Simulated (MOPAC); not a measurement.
Job for MOPAC: AM1 on CH6GeS (SMILES C[S][GeH3]), a point of a torsion scan.

```
AM1 1SCF PRECISE CHARGE=0 THREADS=1
CH6GeS

C      1.49877488 1    -0.01340339 1     0.15025798 1
S      0.79853583 1    -0.23704747 1    -1.52449227 1
Ge    -1.19636290 1    -0.97857083 1    -0.97838175 1
H      1.83150669 1    -0.97137445 1     0.53868262 1
H      2.34955585 1     0.65070968 1     0.03992542 1
H      0.76330937 1     0.43613468 1     0.81149359 1
H     -1.11259960 1    -2.27115580 1    -0.21217302 1
H     -1.98098467 1    -1.18724781 1    -2.23079663 1
H     -1.89182814 1     0.01868054 1    -0.09125617 1
```

Output:

```
*******************************************************************************
 **                                                                           **
 **                              MOPAC v23.2.5                                **
 **                                                                           **
 *******************************************************************************
 ** MOPAC's Digital Object Identifier: https://doi.org/10.5281/zenodo.6511958 **
 **                                                                           **
 ** Please cite the open-source release paper for use of this MOPAC version:  **
 ** J. E. Moussa and J. J. P. Stewart (2026)                                  **
 ** MOPAC: An open-source semiempirical molecular orbital program             **
 ** J. Open Source Softw., 11(119), 8025, https://doi.org/10.21105/joss.08025 **
 *******************************************************************************

                              AM1 CALCULATION RESULTS

 *******************************************************************************
 *  AM1        - The AM1 Hamiltonian to be used
 *
 *
 *
 *                 CHARGE ON SYSTEM = 0
 *
 *
 *
 *  PRECISE    - TIGHTER CRITERIA TO BE USED
 *  1SCF       - DO 1 SCF AND THEN STOP
 *  THREADS=1  - MULTI-THREADING NOT USED
 *  T=         - A TIME OF 172800.0 SECONDS REQUESTED
 *  DUMP=N     - RESTART FILE WRITTEN EVERY 7200.0 SECONDS REQUESTED
 *******************************************************************************
AM1 1SCF PRECISE CHARGE=0 THREADS=1
 CH6GeS

   ATOM   CHEMICAL          X               Y               Z
  NUMBER   SYMBOL      (ANGSTROMS)     (ANGSTROMS)     (ANGSTROMS)

     1       C          1.49877488  *  -0.01340339  *   0.15025798  *
     2       S          0.79853583  *  -0.23704747  *  -1.52449227  *
     3      Ge         -1.19636290  *  -0.97857083  *  -0.97838175  *
     4       H          1.83150669  *  -0.97137445  *   0.53868262  *
     5       H          2.34955585  *   0.65070968  *   0.03992542  *
     6       H          0.76330937  *   0.43613468  *   0.81149359  *
     7       H         -1.11259960  *  -2.27115580  *  -0.21217302  *
     8       H         -1.98098467  *  -1.18724781  *  -2.23079663  *
     9       H         -1.89182814  *   0.01868054  *  -0.09125617  *



          CARTESIAN COORDINATES

    NO.       ATOM           X           Y           Z

     1         C          1.4988     -0.0134      0.1503
     2         S          0.7985     -0.2370     -1.5245
     3        Ge         -1.1964     -0.9786     -0.9784
     4         H          1.8315     -0.9714      0.5387
     5         H          2.3496      0.6507      0.0399
     6         H          0.7633      0.4361      0.8115
     7         H         -1.1126     -2.2712     -0.2122
     8         H         -1.9810     -1.1872     -2.2308
     9         H         -1.8918      0.0187     -0.0913

  H: (AM1): M.J.S. DEWAR ET AL, J. AM. CHEM. SOC. 107 3902-3909 (1985)
  C: (AM1): M.J.S. DEWAR ET AL, J. AM. CHEM. SOC. 107 3902-3909 (1985)
  S: (AM1): M.J.S. DEWAR, Y-C YUAN, INORGANIC CHEMISTRY, 29, 3881:3890,  (1990)
 Ge: (AM1): M.J.S.Dewar and C.Jie, Organometallics, 8, 1544, (1989)

           Empirical Formula: C H6 S Ge  =     9 atoms



      MOLECULAR POINT GROUP   :   C1


      RHF CALCULATION, NO. OF DOUBLY OCCUPIED LEVELS = 10


 -------------------------------------------------------------------------------
 AM1 1SCF PRECISE CHARGE=0 THREADS=1
 CH6GeS



     1SCF WAS SPECIFIED, SO BFGS WAS NOT USED
     SCF FIELD WAS ACHIEVED


                              AM1 CALCULATION
                                                       MOPAC v23.2.5 Linux




          FINAL HEAT OF FORMATION =         23.19567 KCAL/MOL =      97.05068 KJ/MOL


          COSMO AREA              =        121.41 SQUARE ANGSTROMS
          COSMO VOLUME            =        112.63 CUBIC ANGSTROMS

          IONIZATION POTENTIAL    =          8.951902 EV
          HOMO LUMO ENERGIES (EV) =         -8.952 -1.255
          NO. OF FILLED LEVELS    =         10
          MOLECULAR WEIGHT        =        122.7084         POINT GROUP:  C1

          MOLECULAR DIMENSIONS (Angstroms)

            Atom       Atom       Distance
            H     8    H     5     5.22378
            S     2    H     9     2.65618
            S     2    H     7     2.09505


          SCF CALCULATIONS        =          1





   ATOM   CHEMICAL          X               Y               Z
  NUMBER   SYMBOL      (ANGSTROMS)     (ANGSTROMS)     (ANGSTROMS)

     1       C          1.49877488  *  -0.01340339  *   0.15025798  *
     2       S          0.79853583  *  -0.23704747  *  -1.52449227  *
     3      Ge         -1.19636290  *  -0.97857083  *  -0.97838175  *
     4       H          1.83150669  *  -0.97137445  *   0.53868262  *
     5       H          2.34955585  *   0.65070968  *   0.03992542  *
     6       H          0.76330937  *   0.43613468  *   0.81149359  *
     7       H         -1.11259960  *  -2.27115580  *  -0.21217302  *
     8       H         -1.98098467  *  -1.18724781  *  -2.23079663  *
     9       H         -1.89182814  *   0.01868054  *  -0.09125617  *

                             CARTESIAN COORDINATES

   1    C        1.498774880    -0.013403390     0.150257980
   2    S        0.798535830    -0.237047470    -1.524492270
   3   Ge       -1.196362900    -0.978570830    -0.978381750
   4    H        1.831506690    -0.971374450     0.538682620
   5    H        2.349555850     0.650709680     0.039925420
   6    H        0.763309370     0.436134680     0.811493590
   7    H       -1.112599600    -2.271155800    -0.212173020
   8    H       -1.980984670    -1.187247810    -2.230796630
   9    H       -1.891828140     0.018680540    -0.091256170


           Empirical Formula: C H6 S Ge  =     9 atoms



      MOLECULAR POINT GROUP   :   C1


                  EIGENVALUES
 -30.12919 -17.79307 -15.83785 -14.71988 -14.37011 -13.04603 -12.13565 -11.86286
 -11.00216  -8.95190  -1.25475   0.53204   0.54131   1.08416   2.35146   3.99505
   4.06539   4.58438


              NET ATOMIC CHARGES AND DIPOLE CONTRIBUTIONS

  ATOM NO.   TYPE          CHARGE      No. of ELECS.   s-Pop       p-Pop
    1          C          -0.257704        4.2577     1.22885     3.02885
    2          S          -0.194951        6.1950     1.91051     4.28444
    3         Ge           0.193358        3.8066     0.91571     2.89093
    4          H           0.095598        0.9044     0.90440
    5          H           0.113923        0.8861     0.88608
    6          H           0.091572        0.9084     0.90843
    7          H          -0.021080        1.0211     1.02108
    8          H           0.001414        0.9986     0.99859
    9          H          -0.022130        1.0221     1.02213
 DIPOLE           X         Y         Z       TOTAL
 POINT-CHG.    -0.951    -0.349     0.975     1.406
 HYBRID         0.063     0.004     0.979     0.981
 SUM           -0.889    -0.345     1.954     2.174


          ATOMIC ORBITAL ELECTRON POPULATIONS

     Atom    s        px        py        pz
    1  C   1.22885   1.03467   1.04984   0.94434
    2  S   1.91051   1.27416   1.88126   1.12902
    3 Ge   0.91571   0.89787   0.98836   1.00470
    4  H   0.90440
    5  H   0.88608
    6  H   0.90843
    7  H   1.02108
    8  H   0.99859
    9  H   1.02213

 **********************
 *                    *
 * JOB ENDED NORMALLY *
 *                    *
 **********************




 == MOPAC DONE ==
```

The run finished.

Cost: roughly 0.020 core-seconds.
